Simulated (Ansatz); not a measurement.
Reaction (ligand exchange at a Ti–F bond): `[OH][Ti]([OH])([OH])[F]` + H₂S → `[OH][Ti]([OH])([OH])[SH]` + H–F

Program: Ansatz. Geometries: PBE0-D4/def2-TZVP. ΔE: electronic, gas phase. CCSD(T)/CBS adds triple-zeta CCSD(T) − MP2 to the extrapolated MP2 energy (def2 sets, frozen cores). This one scheme is used for every species. DFT in def2-TZVPP. B3LYP here is the variant with VWN-RPA as its local correlation; programs differ in this. HSE06 is defined as in plane-wave codes. For Ti outer-core shells are correlated without core-valence functions, which leaves a few kJ/mol of doubt a bond. Scalar relativity is left out up to krypton. Each species was taken in one conformer, which may not be the lowest.

**Question.** Is it downhill or uphill in electronic energy at CCSD(T)/CBS, and by how much? (Estimate.)

**Answer.** The calculation gave: Uphill: ΔE = +66.9 kJ/mol.

**Question.** What do these levels give: r2SCAN-D4, B3LYP-D4, r2SCANh-D4, r2SCAN0-D4, HSE06-D4, B2PLYP, PBE-QIDH, PBE, HSE06, HF/def2-QZVPP, MP2/CBS(def2), CCSD/CBS(def2)? (An estimate is asked.)

**Answer.** Ansatz gave: r2SCAN-D4 79.8, B3LYP-D4 79.1, r2SCANh-D4 78.2, r2SCAN0-D4 76.5, HSE06-D4 71.3, B2PLYP 78.5, PBE-QIDH 70.0, PBE 78.7, HSE06 75.8, HF/def2-QZVPP 99.4, MP2/CBS(def2) 57.7, CCSD/CBS(def2) 75.2 kJ/mol.

Largest T1 diagnostic among the species: 0.025, so the coupled-cluster value is less sure than usual.

In def2-TZVPP, CCSD(T) changes the Hartree–Fock value by −25.6 kJ/mol (the triples alone add −8.3 kJ/mol) and MP2 by −34.8 kJ/mol. Leaving LDA and LC-ωPBE aside and taking each functional with its dispersion term where it has one, the values, not all of them listed here, spread over 19.1 kJ/mol, from PBE-QIDH to CAM-B3LYP-D4. LDA lies −5.0 kJ/mol from PBE without D4. The D4 term adds −8.3 kJ/mol with B3LYP and −4.6 kJ/mol with PBE0; it sums over pairs of atoms, weighted by their polarisabilities, and B3LYP, whose exchange is more repulsive, gets the larger term.
